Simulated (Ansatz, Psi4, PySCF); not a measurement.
HClO, singlet, geometry from GFN2-xTB. Base run: CCSD(T)/aug-cc-pVDZ (PySCF).

Here is a job for PySCF.
```python
from pyscf import gto, scf, cc

mol = gto.M(
    atom='''
O    -0.008741    1.098296    0.016436
H    -0.944582    1.335065    0.004393
Cl    0.059677   -0.595379   -0.007993
''',
    basis='aug-cc-pvdz',
    charge=0,
    spin=0,
    verbose=4,
)

mf = scf.RHF(mol)
mf.kernel()

mycc = cc.CCSD(mf)
mycc.kernel()
et = mycc.ccsd_t()
print('E(CCSD(T)) = %.10f' % (mycc.e_tot + et))
```

The same geometry, method and basis name were run in Ansatz (a quantum-chemistry and plane-wave program) and Psi4 and PySCF, at each program's defaults and at the settings that a row names. The base is PySCF at its defaults. Differences at the defaults can come from grids, fitting, cores and function types together.

| code and settings | ΔE vs base (mEh) | basis functions | E (Eh) | SCF cycles |
|---|---|---|---|---|
| PySCF, defaults (exact integrals, spherical functions, all electrons correlated) | 0.000 | 59 | -535.28170 | 10 |
| Psi4, defaults (exact integrals, spherical functions, all electrons correlated) | 0.000 | 59 | -535.28170 | 12 |
| Ansatz, defaults (factorised integrals, spherical functions, frozen core) | 8.793 | 59 | -535.27291 | - |
| PySCF, frozen core | 8.792 | 59 | -535.27291 | 10 |
| Psi4, exact integrals, spherical functions, frozen core | 8.792 | 59 | -535.27291 | 12 |
| Ansatz, high accuracy, frozen core | 8.792 | 59 | -535.27291 | - |
